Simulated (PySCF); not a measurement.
trichloroethylene cation (C2HCl3), SMILES ClC=C(Cl)Cl (connectivity only; charge and spin as stated), charge +1, multiplicity 2.

Coordinates come from a B3LYP-D3(BJ)/def2-SVP optimisation. The spin state was assumed, not searched.

Computed with TDA-LC-ωPBE/def2-SVPD (PySCF).

Vertical excitations. Isolated molecule, no solvent.

| state | energy (eV) | λ (nm) | f | main pairs |
|---|---|---|---|---|
| root 1 | 2.80 | 443 | 0.000 | β HOMO→LUMO 83 % |
| root 2 | 3.17 | 391 | 0.000 | β HOMO−2→LUMO 81 %, β HOMO→LUMO 13 % |
| root 3 | 3.55 | 349 | 0.056 | β HOMO−1→LUMO 92 % |
| root 4 | 3.65 | 340 | 0.000 | β HOMO−3→LUMO 95 % |
| root 5 | 4.20 | 295 | 0.079 | β HOMO−4→LUMO 88 % |
| root 6 | 4.61 | 269 | 0.272 | α HOMO→LUMO 89 % |
| root 7 | 5.81 | 213 | 0.027 | α HOMO−5→LUMO 8 %, β HOMO−5→LUMO 81 % |
| root 8 | 5.86 | 212 | 0.000 | β HOMO−6→LUMO 92 % |
| root 9 | 6.07 | 204 | 0.000 | α HOMO−1→LUMO 98 % |
| root 10 | 6.42 | 193 | 0.000 | α HOMO−2→LUMO 82 %, α HOMO−4→LUMO 14 % |
Unrestricted roots are not spin-pure.
